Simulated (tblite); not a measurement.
Compound: C3H10N2SeSi.
Atom-mapped SMILES: `[SeH:1][SiH:2]1[NH:3][CH2:4][CH2:5][CH2:6][NH:7]1` (hydrogens: H8 on Se1; H9 on Si2; H10 on N3; H11, H12 on C4; H13, H14 on C5; H15, H16 on C6; H17 on N7)

Computed with GFN2-xTB (tblite), gas phase: L-BFGS steps from a force-field or distance-geometry start until the largest atomic force falls under 0.01 eV/Å.

Step 96: E = -608.0251 eV
```
atom  x, y, z in Å  |  force x, y, z in eV/Å
Se1     3.1857   -1.0472   -0.9042   -0.024   0.036  -0.018
Si2     1.3022   -0.5854    0.2998   -0.012  -0.020   0.017
N3      0.0049   -1.4162   -0.4515   -0.017   0.010   0.018
C4     -1.3357   -0.9364   -0.1836   -0.006  -0.012   0.019
C5     -1.4279    0.5805   -0.3259    0.000  -0.018   0.031
C6     -0.4898    1.3026    0.6422    0.002  -0.022  -0.006
N7      0.9038    1.0850    0.3178   -0.005  -0.008   0.021
H8      3.6838    0.2902   -0.8473    0.038  -0.002   0.009
H9      1.5810   -0.9281    1.7029   -0.013   0.019  -0.023
H10     0.0411   -2.4167   -0.5799    0.003   0.045  -0.027
H11    -1.6586   -1.2090    0.8315    0.011  -0.026   0.024
H12    -2.0258   -1.4076   -0.8910    0.017   0.012  -0.007
H13    -1.1663    0.8680   -1.3463   -0.005  -0.036   0.010
H14    -2.4609    0.8722   -0.1325   -0.006   0.066  -0.012
H15    -0.6485    0.9167    1.6525   -0.006  -0.008  -0.008
H16    -0.6981    2.3759    0.6567    0.006  -0.025  -0.056
H17     1.2021    1.6674   -0.4511    0.017  -0.011   0.007
```

Step 97: E = -608.0260 eV
```
atom  x, y, z in Å  |  force x, y, z in eV/Å
Se1     3.1779   -1.0375   -0.9330    0.055   0.245   0.012
Si2     1.2989   -0.5830    0.2791    0.019  -0.036  -0.060
N3     -0.0010   -1.4166   -0.4637   -0.011   0.005   0.011
C4     -1.3381   -0.9358   -0.1792   -0.014  -0.052   0.042
C5     -1.4354    0.5808   -0.3187   -0.023  -0.042  -0.049
C6     -0.4870    1.3013    0.6367   -0.001   0.018   0.018
N7      0.9018    1.0866    0.2941    0.018   0.005   0.013
H8      3.7294    0.2812   -0.7422   -0.037  -0.210  -0.028
H9      1.5847   -0.9207    1.6774   -0.003   0.001   0.056
H10     0.0336   -2.4185   -0.5843   -0.002   0.063  -0.028
H11    -1.6430   -1.2067    0.8433   -0.012  -0.031  -0.023
H12    -2.0351   -1.4100   -0.8789    0.013   0.026   0.031
H13    -1.1869    0.8702   -1.3426   -0.004  -0.043   0.022
H14    -2.4678    0.8694   -0.1161    0.008   0.064   0.003
H15    -0.6330    0.9145    1.6485   -0.001  -0.004  -0.002
H16    -0.6945    2.3739    0.6538   -0.011   0.006  -0.046
H17     1.1883    1.6630   -0.4844    0.006  -0.017   0.026
```

Step 98: E = -608.0278 eV
```
atom  x, y, z in Å  |  force x, y, z in eV/Å
Se1     3.1810   -1.0376   -0.9195   -0.018   0.045  -0.021
Si2     1.2991   -0.5843    0.2890    0.016  -0.023  -0.080
N3     -0.0001   -1.4141   -0.4579    0.012   0.007   0.002
C4     -1.3386   -0.9362   -0.1784   -0.021  -0.045   0.039
C5     -1.4332    0.5799   -0.3195   -0.024  -0.039  -0.074
C6     -0.4877    1.2995    0.6382   -0.010   0.038   0.022
N7      0.9024    1.0847    0.3052    0.033  -0.010   0.026
H8      3.7085    0.2840   -0.7876    0.034  -0.018   0.006
H9      1.5813   -0.9222    1.6859    0.006  -0.013   0.087
H10     0.0374   -2.4141   -0.5875   -0.006   0.032  -0.030
H11    -1.6471   -1.2099    0.8421   -0.021  -0.024  -0.021
H12    -2.0303   -1.4095   -0.8834   -0.003   0.018   0.034
H13    -1.1777    0.8640   -1.3429    0.004  -0.031   0.008
H14    -2.4647    0.8778   -0.1255    0.006   0.034   0.015
H15    -0.6401    0.9139    1.6491   -0.003   0.003   0.016
H16    -0.6943    2.3719    0.6496   -0.016   0.021  -0.025
H17     1.1968    1.6642   -0.4667    0.012   0.005  -0.004
```

Step 99: E = -608.0293 eV
```
atom  x, y, z in Å  |  force x, y, z in eV/Å
Se1     3.1783   -1.0306   -0.9300   -0.016   0.036  -0.022
Si2     1.2992   -0.5855    0.2847    0.007  -0.023  -0.045
N3     -0.0016   -1.4161   -0.4588    0.006   0.009   0.004
C4     -1.3393   -0.9371   -0.1762   -0.014  -0.039   0.030
C5     -1.4336    0.5789   -0.3188   -0.014  -0.040  -0.046
C6     -0.4872    1.3010    0.6373   -0.013   0.024   0.008
N7      0.9025    1.0839    0.3041    0.022  -0.022   0.037
H8      3.7157    0.2831   -0.7667    0.036  -0.014   0.006
H9      1.5845   -0.9233    1.6827    0.002  -0.010   0.058
H10     0.0338   -2.4157   -0.5928    0.002   0.043  -0.022
H11    -1.6468   -1.2096    0.8444   -0.017  -0.030  -0.011
H12    -2.0318   -1.4101   -0.8802   -0.011   0.015   0.033
H13    -1.1799    0.8594   -1.3431    0.008  -0.015   0.003
H14    -2.4640    0.8781   -0.1226   -0.004   0.032   0.009
H15    -0.6389    0.9197    1.6500   -0.008  -0.002   0.008
H16    -0.6938    2.3735    0.6444   -0.011   0.019  -0.023
H17     1.1958    1.6625   -0.4682    0.025   0.020  -0.025
```

Question: Estimate the geometry and energy of step 100. (The exact step hangs on the optimiser's Hessian estimate; all steps are aligned on step 99, rigid shifts and turns removed.)

Answer: E = -608.0283 eV, largest force 0.420 eV/Å
```
atom  x, y, z in Å  |  force x, y, z in eV/Å
Se1     3.1657   -0.9912   -0.9852    0.182   0.363   0.089
Si2     1.2945   -0.5883    0.2495    0.024  -0.004   0.052
N3     -0.0117   -1.4196   -0.4814   -0.041   0.031   0.009
C4     -1.3430   -0.9430   -0.1590    0.013  -0.035   0.001
C5     -1.4445    0.5724   -0.3042   -0.001  -0.022   0.002
C6     -0.4825    1.3082    0.6290   -0.011  -0.003  -0.035
N7      0.9027    1.0831    0.2800    0.000   0.020  -0.053
H8      3.7965    0.2595   -0.5878   -0.150  -0.375  -0.115
H9      1.5853   -0.9182    1.6521    0.003  -0.024  -0.004
H10     0.0159   -2.4146   -0.6486    0.030   0.068   0.014
H11    -1.6226   -1.2152    0.8696   -0.014  -0.046  -0.030
H12    -2.0475   -1.4153   -0.8503   -0.057  -0.001   0.063
H13    -1.2150    0.8372   -1.3387    0.025   0.042   0.034
H14    -2.4689    0.8795   -0.0861   -0.002  -0.024  -0.013
H15    -0.6182    0.9506    1.6539   -0.030  -0.005  -0.054
H16    -0.6892    2.3807    0.6110   -0.003   0.018   0.008
H17     1.1754    1.6463   -0.5135    0.032  -0.003   0.032
```

The energy changes by +0.0010 eV. The first-order estimate −F·Δx gives -0.0097 eV and the mean of the old and new forces, exact on a quadratic surface, +0.0058 eV. The step makes an angle of 77° with the force vector and moves no atom by more than 0.198 Å. The energy falls at the start of this step and ends higher, so the step passed the lowest point of its straight line.

The cost below is that of the whole relaxation. Time: 1.8 s. Hardware: one thread of an Arm Neoverse N1, shared host.
